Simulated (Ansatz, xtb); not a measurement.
# HNaOSSi: which of two structures lies lower

We compare X, a singlet given by its coordinates, with Y, a singlet given by its coordinates. Both are isolated molecules in the gas phase, relaxed with B3LYP-D3(BJ)/def2-SVP.

X (Å):

| atom | x (Å) | y (Å) | z (Å) |
| --- | --- | --- | --- |
| Na | -3.9685 | -0.2080 | 0.4679 |
| O | -1.8129 | -0.4945 | 0.4879 |
| S | -3.2196 | 0.7475 | -1.8203 |
| Si | -1.3622 | 0.1829 | -1.1111 |
| H | -1.0376 | -0.8156 | 0.9693 |

Close contacts (Å): Na1–O2 2.17, Na1–S3 2.59, Na1–Si4 3.07, O2–Si4 1.79, S3–Si4 2.07, O2–H5 0.97.

Y (Å):

| atom | x (Å) | y (Å) | z (Å) |
| --- | --- | --- | --- |
| Na | -0.7945 | -0.9666 | 2.4123 |
| O | -1.6207 | 0.3118 | -1.8241 |
| S | -1.1162 | -2.0109 | 0.0875 |
| Si | -1.3181 | 0.0362 | -0.1889 |
| H | -1.7265 | 1.2514 | -2.0277 |

Close contacts (Å): Na1–S3 2.57, Na1–Si4 2.84, O2–Si4 1.69, S3–Si4 2.08, O2–H5 0.97.

Energies in hartree; the thermal terms are from B3LYP-D3(BJ)/def2-SVP harmonic frequencies (ideal gas, rigid rotor, one conformer each, 298.15 K, 1 atm) and include the zero-point energy:

|  | X | Y |
| --- | --- | --- |
| E, CCSD(T)/def2-TZVPP | −924.679998 | −924.661473 |
| zero-point energy | 0.016799 | 0.016485 |
| H(298 K) − E | 0.023200 | 0.023248 |
| G(298 K) − E | −0.012700 | −0.014044 |

Q: Work out ΔE, ΔE₀, ΔH and ΔG for X → Y in kcal/mol (1 Eh = 627.51 kcal/mol) and the equilibrium ratio [Y]/[X].

A: 1. ΔE = −924.661473 − (−924.679998) = +0.018525 Eh = +11.62 kcal/mol.
2. ΔE₀ = ΔE + ΔZPE = +0.018525 + (−0.000314) Eh = +11.43 kcal/mol.
3. ΔH = ΔE + (+0.000048) Eh = +11.65 kcal/mol.
4. ΔG = ΔE + (−0.001344) Eh = +10.78 kcal/mol, so ΔS = (ΔH − ΔG)/T = +12.3 J/(mol K).
5. kT = 0.9442 mEh, so K = [Y]/[X] = exp(−ΔG/kT) = exp(−18.20) ≈ 1.3 × 10^−8.

Structure X is favoured at this temperature. An error of 1 kcal/mol in ΔG would change K by a factor of 5.4. Mirror images and further conformers aren't counted.

Other levels gave ΔE = +9.8 (GFN2-xTB); +34.6 (HF/STO-3G, GFN2-xTB geometries); +12.0 (r2SCAN-D4/def2-SVP, GFN2-xTB geometries); +16.2 (B3LYP-D3(BJ)/def2-SVP); +11.2 (HF/def2-TZVPP); +11.4 (MP2/def2-TZVPP) kcal/mol. The correlated steps freeze 12 core orbitals; the last core shell of Na is correlated, in a basis made for valence electrons. Programs: Ansatz 0.2.0, xtb 6.7.1.
